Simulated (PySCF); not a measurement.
## Bond length, frequency and bond energy of TlCl⁺ by level of theory

State: ²Π (doublet), unpaired electrons π ↑. Set-up: PySCF, scalar-relativistic core potentials, basis sets Tl def2-SVPD with ECP60, Cl def2-SVPD. De refers to Tl⁺ + Cl in their high-spin ground configurations, without counterpoise correction. The functionals are run spin-unrestricted. A positive dipole points towards Cl; it is taken about the centre of mass and depends on that origin.

| Level | Re (Å) | ωe (cm⁻¹) | De (eV) | μ (D) |
| --- | --- | --- | --- | --- |
| UHF | 3.565 | 58.5 | n/a | -1.27 |
| UHF-MP2 | 3.341 | 80.5 | n/a | n/a |
| UHF-SCS-MP2 | 3.380 | 76.4 | n/a | n/a |
| PBE | 3.213 | 95.0 | n/a | -0.19 |
| PW91 | 3.201 | 96.8 | n/a | -0.17 |
| BLYP | 3.299 | 84.1 | n/a | -0.35 |
| r²SCAN | 3.197 | 98.2 | n/a | -0.23 |
| M06-L | 3.259 | 97.0 | n/a | -0.52 |
| PBE0 | 3.230 | 91.3 | n/a | -0.40 |
| CAM-B3LYP | 3.259 | 87.6 | n/a | -0.51 |

The bond length runs from 3.197 Å (r²SCAN) to 3.565 Å (UHF).

Correlated steps freeze 9 core orbitals. These are scalar-relativistic numbers at best; spin–orbit coupling would shift them, the dissociation energy most. The state was picked by a PBE0 search and need not be the measured ground state.
